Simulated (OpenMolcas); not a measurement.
Br IV: Slater's ratio, the spin-orbit constant, worked from levels

- Program: OpenMolcas 26.06
- Basis: ANO-RCC-VQZP [7s6p4d2f1g]
- Scalar Hamiltonian: DKH2, point nucleus
- Active space: 4 electrons in 4 orbitals (4s 4p)
- State averaging: 2S+1 = 3 even, 6 roots; 2S+1 = 1 even, 12 roots; 2S+1 = 5 odd, 1 root; 2S+1 = 3 odd, 9 roots; 2S+1 = 1 odd, 8 roots
- Spin-orbit coupling: RASSI with atomic mean-field integrals over the reference wave functions, term energies averaged over their components

Methods: CASSCF; MS-CASPT2, IPEA 0.25 Eh, imaginary shift 0.1 Eh (closed shells correlated: 3d).

**Slater's ratio.** With one set of orbitals, p2 has ¹D - ³P = 6 F2 and ¹S - ¹D = 9 F2 (F2 = F²/25), a ratio of 3/2. Term energies are centres of gravity, weighted by 2J + 1.

```tsv
Source	¹D - ³P	¹S - ³P	F2 from the first	Ratio
CASSCF	14996	28789	2499	0.920
MS-CASPT2	11899	28748	1983	1.416
```

Energies in cm-1. A ratio away from 3/2 shows effects beyond one configuration with one set of orbitals, and in heavier atoms second-order spin-orbit shifts. In CASSCF the valence s occupation is 1.93 in ¹S against 1.98 in ¹D: mixing out of s² acts most on ¹S and pulls it down.

**The spin-orbit constant.** For the Hund term ³P of p2, E(J) = (A/2) J(J+1) + constant and ζ = 2S·A = 2A. From J = 0 to J = 2 the energy changes by 3 A.

```
   Source  E(2) - E(0)       A     ζ
   CASSCF       5139.3  1713.1  3426
MS-CASPT2       5030.7  1676.9  3354
```

All in cm-1. Both methods take the spin-orbit matrix elements from the reference wave functions, so the second can move ζ only through the term energies and any multistate remixing. Second-order mixing with other terms is absorbed into this ζ.

Over all roots computed the reference weight is 0.86 to 0.98 in MS-CASPT2; the roots of lowest weight are the least certain, and an intruder state may touch them. Levels of configurations outside the active space are missing.
